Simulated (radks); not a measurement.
Question: Excited configurations of Cr2+: one electron is placed in a higher orbital outside [Ar] 3d3. The ground configuration is [Ar] 3d4. All-electron calculation, non-relativistic Kohn-Sham, SCAN, spin-polarised, spherical densities, point nucleus; open shells are filled with parallel spins first; meta-GGA in the generalised Kohn-Sham scheme. Program: a radial shooting solver on a logarithmic mesh with Libxc functionals. Excitation = E - E(ground); binding = E(ion) - E, where the ion is the core of charge +3; n* = 3/sqrt(2 binding) in atomic units, and the quantum defect is n - n*.

outer orbital  excitation (eV)  binding (eV)     n*  quantum defect  eigenvalue (eV)  <r> (bohr)
4d                      20.386        11.986  3.196           0.804           -9.782       4.189
4f                      24.656         7.715  3.984           0.016           -6.175       5.845
5d                      25.334         7.038  4.171           0.829           -5.949       7.860
5f                      27.293         5.079  4.910           0.090           -4.246       10.13
6d                      27.727         4.645  5.134           0.866           -3.977       12.49
6f                      28.788         3.584  5.845           0.155           -3.041       15.42
7p                      28.278         4.093  5.469           1.531           -3.559       15.02
7f                      29.738         2.634  6.818           0.182           -2.275       21.69

Estimate the row for 6p.

Answer: excitation (eV) 26.306; binding (eV) 6.066; n* 4.493; quantum defect 1.507; eigenvalue (eV) -5.246; <r> (bohr) 10.04. The Delta-SCF ionisation energy is 32.372 eV (NIST Atomic Spectra Database: 30.96 eV, measured). Self-interaction in the functional shifts the binding energies and quantum defects, so they are the method's values and not measured ones. Open shells are spherical and high-spin; term and fine-structure splittings are not resolved.
